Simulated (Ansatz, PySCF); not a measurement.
Scan of Cl2Mg, singlet: symmetric bend, bond length relaxed. Scanned: Cl-Mg-Cl angle. Other coordinates (Mg-Cl bond length) were minimised at B3LYP/def2-TZVP.

Methods: PBE/def2-TZVP, density fitting (PySCF); B3LYP/def2-TZVP, density fitting (PySCF); CCSD(T)/aug-cc-pVQZ = CCSD(T) on RHF/aug-cc-pVQZ, frozen core run with Ansatz (a program for electronic structure).

Energies relative to the lowest point of each profile, in kJ/mol; the last columns give the difference from CCSD(T):

```csv
a / °,PBE,B3LYP,CCSD(T)/aug-cc-pVQZ,PBE − CCSD(T)/aug-cc-pVQZ,B3LYP − CCSD(T)/aug-cc-pVQZ
180,0.0,0.0,0.0,0.0,0.0
167,2.3,2.4,2.3,0.0,0.1
157,7.2,7.6,7.3,-0.1,0.2
147,15.0,15.6,15.2,-0.3,0.4
137,25.7,27.0,26.3,-0.6,0.7
127,39.9,41.9,40.9,-1.0,1.0
117,58.1,61.2,59.7,-1.6,1.5
107,81.4,86.0,84.0,-2.6,2.0
97,112.2,118.9,116.2,-4.0,2.7
87,155.0,164.7,161.1,-6.1,3.6
80,196.8,209.4,205.3,-8.5,4.1
```

PBE is furthest from CCSD(T)/aug-cc-pVQZ at 80 (-8.5 kJ/mol, below); its mean absolute difference over the points is 2.2 kJ/mol.

B3LYP is furthest from CCSD(T)/aug-cc-pVQZ at 80 (4.1 kJ/mol, above); its mean absolute difference over the points is 1.5 kJ/mol.
